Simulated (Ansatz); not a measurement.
C3H8AlFO2 (SMILES CC(C)[O][Al]([OH])[F]), singlet, at a GFN2-xTB geometry (such geometries of metal compounds can be far from the true shape), atoms displaced at random by about 0.03 Å a coordinate; PBE0/STO-3G, gradient in Ansatz (a program for electronic structure).

Here is a job for Ansatz.
Ansatz 0.2 input:
```yaml
crystal:
  periodic: [false, false, false]
  atoms:
    - {symbol: Al, position_ang: [-0.23478723, 0.66717958, 1.02113955]}
    - {symbol: F, position_ang: [-1.80650340, 0.14538429, 1.38452223]}
    - {symbol: O, position_ang: [0.43681821, 1.90128204, 1.89105413]}
    - {symbol: H, position_ang: [0.31766855, 2.55690454, 2.62251689]}
    - {symbol: O, position_ang: [0.72920167, 0.00898564, -0.20504884]}
    - {symbol: C, position_ang: [0.84200876, -0.86299452, -1.27717492]}
    - {symbol: C, position_ang: [0.39183590, -0.15695642, -2.54317109]}
    - {symbol: C, position_ang: [0.00470742, -2.10651266, -1.03982506]}
    - {symbol: H, position_ang: [1.88680096, -1.16131448, -1.35314175]}
    - {symbol: H, position_ang: [-0.76032831, 0.10739277, -2.47248757]}
    - {symbol: H, position_ang: [0.51338869, -0.78304708, -3.44710330]}
    - {symbol: H, position_ang: [0.94001654, 0.73678795, -2.66949181]}
    - {symbol: H, position_ang: [0.36964148, -2.50970763, -0.08598193]}
    - {symbol: H, position_ang: [-1.07080963, -1.86633405, -0.93970484]}
    - {symbol: H, position_ang: [0.16018326, -2.84050910, -1.87867465]}
basis:
  gaussian:
    orbitals: STO-3G
hamiltonian:
  xc: pbe0
output: {forces: true}
```

It wrote (shortened):

```
Functional definition: PBE0
641 factors; integrals over basis functions are off by at most 5.0e-5 eV
mean field evaluation 1: about -16420.0516 eV, gradient 3.5e1 eV
mean field evaluation 2: about -16420.2495 eV, gradient 3.6e1 eV
mean field evaluation 4: about -16424.2173 eV, gradient 1.3e0 eV
mean field evaluation 8: about -16424.1893 eV, gradient 1.7e-2 eV
mean field -16424.18927559 eV, -603.5778231626 hartree, gradient 5.4e-5 eV, S^2 0.000000; 0 other end points of the search recorded, 0 dependent functions left out
the calculation of the forces begins
reference -16424.18929751 eV, -603.5778239681 hartree; 32, 32 occupied and 15, 15 virtual orbitals, 641 factors
Total energy: -16424.18929751 eV, -603.5778239681 hartree
Atom 0 at    -0.234787     0.667180     1.021140 Å, force    -1.434462    -0.657449    -0.055500 eV/Å
Atom 1 at    -1.806503     0.145384     1.384522 Å, force     1.898255     0.528536    -0.520441 eV/Å
Atom 2 at     0.436818     1.901282     1.891054 Å, force     1.155373    -0.615112    -1.280558 eV/Å
Atom 3 at     0.317669     2.556905     2.622517 Å, force    -0.947865    -0.534497     0.021291 eV/Å
Atom 4 at     0.729202     0.008986    -0.205049 Å, force     0.227516     2.348378     2.739455 eV/Å
Atom 5 at     0.842009    -0.862995    -1.277175 Å, force    -1.375387     0.615656     0.780532 eV/Å
Atom 6 at     0.391836    -0.156956    -2.543171 Å, force    -3.860611    -0.564449    -1.461758 eV/Å
Atom 7 at     0.004707    -2.106513    -1.039825 Å, force    -0.287386    -1.856213    -0.441857 eV/Å
Atom 8 at     1.886801    -1.161314    -1.353142 Å, force     1.055762    -0.374303    -0.406797 eV/Å
Atom 9 at    -0.760328     0.107393    -2.472488 Å, force     2.834056    -0.556467    -0.104005 eV/Å
Atom 10 at     0.513389    -0.783047    -3.447103 Å, force     0.053980     0.143589     0.300542 eV/Å
Atom 11 at     0.940017     0.736788    -2.669492 Å, force     0.901932     1.700532    -0.333592 eV/Å
Atom 12 at     0.369641    -2.509708    -0.085982 Å, force    -0.293032    -0.584017    -0.110054 eV/Å
Atom 13 at    -1.070810    -1.866334    -0.939705 Å, force     0.374265    -0.071921    -0.137747 eV/Å
Atom 14 at     0.160183    -2.840509    -1.878675 Å, force    -0.302394     0.477737     1.010489 eV/Å
Dipole moment:    -0.056566     0.061207     0.096367 e Å
```
